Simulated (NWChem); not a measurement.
System meant: CH₄MgO₂; SMILES C[O][Mg][OH]

Here is an NWChem input.

```
start job
memory heap 200 mb stack 900 mb global 1100 mb
geometry units angstroms noautosym nocenter noautoz
  Mg     0.495953     0.763291     0.000761
  O      0.511399     2.522068    -0.001110
  H      0.519175     3.471948    -0.002129
  O      0.478872    -1.005424     0.002623
  C      0.468779    -2.376140     0.004067
  H      0.983052    -2.799323     0.891026
  H     -0.560769    -2.788737     0.009451
  H      0.974554    -2.801145    -0.886884
end
basis spherical
  * library def2-svp
end
dft
  xc xtpss03 ctpss03
  iterations 150
end
property
  shielding 6 1 2 3 4 5 6
end
task dft property
```

End of the output:

```
 Vector   22  Occ=0.000000D+00  E= 2.250115D-02
              MO Center=  4.6D-01,  6.5D-01,  1.0D-03, r^2= 6.2D+00
   Bfn.  Coefficient  Atom+Function         Bfn.  Coefficient  Atom+Function
  ----- ------------  ---------------      ----- ------------  ---------------
    11      0.914916  1 Mg px                72     -0.214994  7 H  s
    25     -0.189348  2 O  px                22     -0.187573  2 O  px
    41     -0.172812  4 O  px                44     -0.165680  4 O  px
     8      0.158224  1 Mg px                58     -0.157748  5 C  px
     5      0.125122  1 Mg px                67      0.108408  6 H  s

 center of mass
 --------------
 x =   0.92617785 y =   0.23873425 z =   0.00269816

 moments of inertia (a.u.)
 ------------------
         842.314702125784          -7.326561281608           0.007865475501
          -7.326561281608          11.441516179391           0.878662170305
           0.007865475501           0.878662170305         842.377751612342

     Multipole analysis of the density
     ---------------------------------

     L   x y z        total         alpha         beta         nuclear
     -   - - -        -----         -----         ----         -------
     0   0 0 0     -0.000000    -19.000000    -19.000000     38.000000

     1   1 0 0      0.004163    -17.574534    -17.574534     35.153231
     1   0 1 0      0.271876     -1.865799     -1.865799      4.003473
     1   0 0 1     -0.000278     -0.054092     -0.054092      0.107907

     2   2 0 0    -20.011200    -29.105589    -29.105589     38.199978
     2   1 1 0      0.238293     -3.827805     -3.827805      7.893903
     2   1 0 1     -0.000279     -0.047776     -0.047776      0.095272
     2   0 2 0    -20.837993   -252.100309   -252.100309    483.362626
     2   0 1 1      0.001661      0.247650      0.247650     -0.493639
     2   0 0 2    -20.018584    -12.831782    -12.831782      5.644980

          -----------------------------------------
          Chemical Shielding Tensors (GIAO, in ppm)
          -----------------------------------------

 ------------------------------------------------------------------------
  xtpss03: d2 not coded                    0
 ------------------------------------------------------------------------
 ------------------------------------------------------------------------
  current input line :
    23: task dft property
 ------------------------------------------------------------------------
 ------------------------------------------------------------------------
 This error has not yet been assigned to a category
 ------------------------------------------------------------------------
 For more information see the NWChem manual at https://nwchemgit.github.io

0: xtpss03: d2 not coded:Received an Error in Communication
```

Find the fault in this run and fix the input.

The run crashed. Cause: this functional's second derivatives, which shieldings need, aren't coded here; the fix takes a hybrid GGA instead. This input runs:
```
start job
memory heap 200 mb stack 900 mb global 1100 mb
geometry units angstroms noautosym nocenter noautoz
  Mg     0.495953     0.763291     0.000761
  O      0.511399     2.522068    -0.001110
  H      0.519175     3.471948    -0.002129
  O      0.478872    -1.005424     0.002623
  C      0.468779    -2.376140     0.004067
  H      0.983052    -2.799323     0.891026
  H     -0.560769    -2.788737     0.009451
  H      0.974554    -2.801145    -0.886884
end
basis spherical
  * library def2-svp
end
dft
  xc pbe0
  iterations 150
end
property
  shielding 6 1 2 3 4 5 6
end
task dft property
```
It converges to -390.57416 Ha (PBE0/def2-SVP, GIAO).
